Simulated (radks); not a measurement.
Problem. Te43+, configuration [He] 2s1 2p5 3p1 (not the ground configuration). All-electron calculation, scalar-relativistic Kohn-Sham, B86b exchange with PBE correlation, spin-polarised, spherical densities, point nucleus; open shells are filled with parallel spins first (spin-orbit coupling, left out, can overturn this in heavy ions). Program: a radial shooting solver on a logarithmic mesh with Libxc functionals. Some entries of the table are withheld. Estimate them.

| orbital | occ. | eigenvalue (eV) | <1/r> (bohr^-1) |
|---|---|---|---|
| 1s up | 1 | -34900.57 | 55.65 |
| 1s down | 1 | -34877.21 | 55.66 |
| 2s up | 1 | -7787.703 | 13.15 |
| 2s down | 0 | -7746.476 | 13.13 |
| 2p up | 3 | (1) | 12.56 |
| 2p down | 2 | (2) | 12.55 |
| 3p up | 1 | -3101.497 | 5.298 |
| 3p down | 0 | -3074.700 | 5.296 |

Solution. 
(1) 2p up eigenvalue (eV): -7351.627
(2) 2p down eigenvalue (eV): -7309.779
